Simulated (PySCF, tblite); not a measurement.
## Isomers of C17H9N

All values: TDA wB97X-D/6-31G*, gas phase, PySCF SCF with an in-house response code, fitting set def2-universal-JFIT up to Ne and JKFIT beyond, grid level 1 (kernel 0), vertical, one conformer each, geometries GFN2-xTB; core orbitals frozen in the response, virtual orbitals above 1.5 Eh left out. The lowest 6 singlets were sought, and the brightest is taken among them. The runs took 0.6 to 1 CPU minutes each on shared server CPUs. Energies are electronic, without zero-point or thermal terms, against the lowest isomer listed.

Some members have small gaps, where a closed-shell solution may not be the ground state.

Task: Rank these isomers by DFT energy, most stable first.
A. c1cc2cc3cc4cccnc4c4cc(c1)c2=c34
B. c1cc2cc3c4c(cc5ccccc53)nc(c1)c2=4
C. c1ccc2c(c1)cc1cc3nccc4cc2c1=c43

Result: B (0.0 kcal/mol), A (2.9 kcal/mol), C (9.1 kcal/mol).

Task: Give energies, gaps and lowest singlets for all.

Result: 
```csv
isomer,DFT energy / kcal/mol,GFN2-xTB energy / kcal/mol,HOMO-LUMO gap / eV,S1 / eV,f(S1)
c1ccc2c(c1)cc1cc3nccc4cc2c1=c43,9.1,6.2,4.89,1.24,0.027
c1cc2cc3c4c(cc5ccccc53)nc(c1)c2=4,0.0,1.8,5.59,1.77,0.014
c1cc2cc3cc4cccnc4c4cc(c1)c2=c34,2.9,0.0,4.79,1.22,0.029
```
